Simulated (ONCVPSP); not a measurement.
Hf (Z = 72), ONCV: configuration errors across variants

Hf (Z = 72), optimised norm-conserving Vanderbilt (ONCV), made with ONCVPSP 4.0.1 (revPBE, scalar-relativistic). Core [Kr] 4d10 4f14, reference 5s2 5p6 5d2 6s2. Waves: 5s+6s: rc 2.10 bohr, ncon 5, nbas 9, qcut 4.5 1/bohr, 2 projectors; 5p: rc 2.10 bohr, ncon 4, nbas 7, qcut 6.8 1/bohr, 3 projectors, debl 3.1 Ha; 5d: rc 2.10 bohr, ncon 3, nbas 7, qcut 6.3 1/bohr, local. Local part: the d channel. Core correction: none.

All-electron excitation energies from the reference (eV): (1) 5s2 5p6 5d2 6s1 7.904; (2) 5s2 5p6 5d2 6s0 21.936; (3) 5s2 5p6 5d2 6s0 6p1 12.542.

Errors AE − PS in meV (a dash: test not solved or not reliable):

| change | (1) | (2) | (3) | bound ghosts | GHOST(+) flags above zero |
| --- | --- | --- | --- | --- | --- |
| base | -1.3 | +13 | +1.8 | none | s |
| all radii scaled by about 0.77 (s 1.62, p 1.62, d 1.62 bohr) | -0.6 | +17 | +4.3 | none | none |
| all radii scaled by about 0.92 (s 1.94, p 1.94, d 1.94 bohr) | -0.9 | +14 | +2.7 | none | s |
| all radii scaled by about 1.04 (s 2.18, p 2.18, d 2.18 bohr) | -1.3 | +12 | +1.7 | none | none |
| all radii scaled by about 1.11 (s 2.34, p 2.34, d 2.34 bohr) | -1.4 | +12 | +1.3 | none | none |
| all radii scaled by about 1.19 (s 2.50, p 2.50, d 2.50 bohr) | -1.5 | +11 | -1.4 | none | none |
| all radii scaled by about 1.24 (s 2.60, p 2.60, d 2.60 bohr) | -1.6 | +10 | -6.7 | none | none |
| all radii scaled by about 1.32 (s 2.78, p 2.78, d 2.78 bohr) | -1.8 | +8.8 | -0.9 | none | none |

(1) Give the same row for: all radii scaled by about 0.85 (s 1.78, p 1.78, d 1.78 bohr).

Results:

(1) -0.9, +15, +3.2; bound ghosts: none; GHOST(+) flags above zero: none.
